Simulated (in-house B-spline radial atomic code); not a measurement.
A calculation on Ir4+: its settings, and results tabulated from the run. Method: Dirac-Kohn-Sham BHandHLYP, spherical fractional occupations, Fermi nucleus of rms radius 5.4032 fm. Calculated with a radial B-spline atomic code at the basis-set limit.

Command:
```bash
python run_scf.py task.json out
```
Settings (nuclear radius in fm, mass in u):
```
Z                77
configuration    [Xe] 4f14 5d5
hamiltonian      dirac
method           bhandhlyp
spin_polarised   False
nucleus          fermi
rms_radius       5.4032
atomic_mass      192.96292
speed_of_light   137.035999084
```

Output (hartree, bohr):
```
 radial grid: 69 intervals, B-splines of order 8, outer radius 30.8511 bohr

 iter        energy (Eh)    residual
    1      -17847.136737    6.72e-01
    2      -17848.930110    1.04e-01
    3      -17849.168776    2.54e-02
    4      -17849.186778    8.99e-03
    5      -17849.188985    3.32e-03
    6      -17849.189250    3.61e-04
    7      -17849.189251    3.30e-04
    8      -17849.189253    1.25e-05
    9      -17849.189253    3.59e-07

 total energy                    -17849.18925
 kinetic                           20324.5780
 electron-nucleus                 -44658.9076
 Hartree                            6830.8973
 exact exchange                     -169.5541
 exchange-correlation               -176.2029

 first-order corrections (not in the total)
   Gaunt                            22.1450
   retardation                      -2.3485
   frequency dependence             -0.4064
   self-energy                      16.3492
   Uehling                          -3.2126
   Wichmann-Kroll                    0.1353
   recoil                            0.0309

 orbital      occ     eigenvalue          <r>       <r^2>       <1/r>       r_max    small
 1s1/2      2.000     -2805.7789    0.0174405 0.000419616     92.1361     0.01082  8.50e-02
 2s1/2      2.000      -494.7503    0.0729447  0.00635775     22.5635     0.06248  1.94e-02
 2p1/2      2.000      -473.5839    0.0602069  0.00452229     22.5066     0.04623  1.95e-02
 2p3/2      4.000      -413.7067    0.0684968  0.00571292     18.5827     0.05337  1.74e-02
 3s1/2      2.000      -118.2838     0.189737   0.0413134     8.29108      0.1758  6.45e-03
 3p1/2      2.000      -108.8105     0.180033   0.0378141     8.19922      0.1644  6.39e-03
 3p3/2      4.000       -95.6048      0.19525   0.0442646     7.18242      0.1789  5.81e-03
 3d3/2      4.000       -79.8653     0.170519    0.034151     7.06914      0.1398  5.68e-03
 3d5/2      6.000       -77.0252     0.175182   0.0359149     6.83366      0.1438  5.52e-03
 4s1/2      2.000       -27.2789     0.423267    0.202359     3.48718      0.3977  2.15e-03
 4p1/2      2.000       -23.2604     0.426976    0.207585     3.37638      0.3968  2.05e-03
 4p3/2      4.000       -20.1172     0.459772    0.240401     3.03199      0.4265  1.84e-03
 4d3/2      4.000       -13.5196     0.471677    0.257508     2.82151      0.4213  1.64e-03
 4d5/2      6.000       -12.9317     0.482816    0.269607       2.739      0.4307  1.58e-03
 5s1/2      2.000        -5.6739      0.97827     1.07237     1.38579      0.8933  5.11e-04
 5p1/2      2.000        -4.3458      1.05584     1.25635      1.2688      0.9466  4.40e-04
 5p3/2      4.000        -3.8177      1.14345     1.47264     1.15028       1.023  3.80e-04
 4f5/2      6.000        -4.5052       0.5276    0.339205     2.34046      0.3935  1.20e-03
 4f7/2      8.000        -4.3871     0.534972    0.348861     2.30771      0.3983  1.17e-03
 5d3/2      2.000        -1.8908      1.47383     2.49477    0.876372       1.236  2.28e-04
 5d5/2      3.000        -1.8352      1.51413      2.6315    0.849867        1.27  2.16e-04
```

Cost of the run: 4 s on 1 thread of Arm Neoverse N1, with other jobs on the host.

For the Dirac Hamiltonian the kinetic term is c α·p + (β - 1)c².

Caution: exact exchange at fractional occupations of open shells leaves self-interaction of up to several eV.
